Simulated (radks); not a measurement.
The numbers below are computed, except where a source is named.
Sn V, configuration [Kr] 4d10 (the NIST ground configuration). Code: a radial shooting solver on a logarithmic mesh with Libxc functionals. Model: non-relativistic Kohn-Sham, PBE, spin-polarised, spherical densities, point nucleus; relativity is left out, which matters for an element this heavy. Some entries of the table are withheld. Estimate them.

orbital  occ.  eigenvalue (eV)  <1/r> (bohr^-1)  <r^2> (bohr^2)
1s          2        -28013.54            49.47        0.001238
2s          2        -4168.819            11.31         0.02029
2p          6        -3902.472            11.31         0.01528
3s          2        -835.6081            4.077             (1)
3p          6        -725.7962            3.998          0.1368
3d         10        -522.1700            3.857          0.1173
4s          2        -165.6915            1.620          0.8127
4p          6        -129.1366            1.512             (2)
4d         10         -68.4331            1.246           1.325

Answer. 
(1) 3s <r^2> (bohr^2): 0.1419
(2) 4p <r^2> (bohr^2): 0.9164
